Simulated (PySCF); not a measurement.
# $^{19}$F chemical shifts

[PySCF 2.14: NMR shieldings at PBE0/pcSseg-1/GIAO; geometry: GFN2-xTB; relativity neglected; one averaged value for each set of equivalent atoms; no solvent model; one computed conformer]

Shieldings were converted by a linear fit to measured shifts: $^{19}$F (scatter 6.0 ppm rms, 7.0 ppm with the 5 outliers that the fit left out vs CFCl3, solution or neat liquid, with a term for F on sp3 carbon). Occasional misses reach two or three times the rms, and more in compound classes unlike the fitted ones.

(1) Give the $^{19}$F shifts of `C#CCC(=C)C(F)=C(F)F`, `COCC(F)(F)OC`, `C=C(F)C(=C)C#CC(F)F`, `CCOCOC(F)F`.

(2) Match the shifts -49.2, -65.6, -85.7 ppm to `COCC(F)(F)OC`, `FC(F)(F)C#CC1=CCC1`, `C=C1C=CC(C(F)(F)F)=C1`.

Answers

(1) 
```json
{"compound": "[CH:1]#[C:2][CH2:3][C:4](=[CH2:5])[C:6]([F:7])=[C:8]([F:9])[F:10]", "environment": "F10: vinylic fluorine", "δ (ppm)": "-95.9"}
{"compound": "[CH:1]#[C:2][CH2:3][C:4](=[CH2:5])[C:6]([F:7])=[C:8]([F:9])[F:10]", "environment": "F9: vinylic fluorine", "δ (ppm)": "-106.4"}
{"compound": "[CH:1]#[C:2][CH2:3][C:4](=[CH2:5])[C:6]([F:7])=[C:8]([F:9])[F:10]", "environment": "F7: vinylic fluorine", "δ (ppm)": "-184.6"}
{"compound": "COCC(F)(F)OC", "environment": "fluorine of a CF2 group (×2)", "δ (ppm)": "-85.7"}
{"compound": "[CH2:1]=[C:2]([F:3])[C:4](=[CH2:5])[C:6]#[C:7][CH:8]([F:9])[F:10]", "environment": "F9/10: fluorine of a CF2 group (×2)", "δ (ppm)": "-106.4"}
{"compound": "[CH2:1]=[C:2]([F:3])[C:4](=[CH2:5])[C:6]#[C:7][CH:8]([F:9])[F:10]", "environment": "F3: vinylic fluorine", "δ (ppm)": "-114.5"}
{"compound": "CCOCOC(F)F", "environment": "fluorine of a CF2 group (×2)", "δ (ppm)": "-92.0"}
```

(2) -49.2: FC(F)(F)C#CC1=CCC1 (fluorine of a CF3 group); -65.6: C=C1C=CC(C(F)(F)F)=C1 (fluorine of a CF3 group); -85.7: COCC(F)(F)OC (fluorine of a CF2 group).
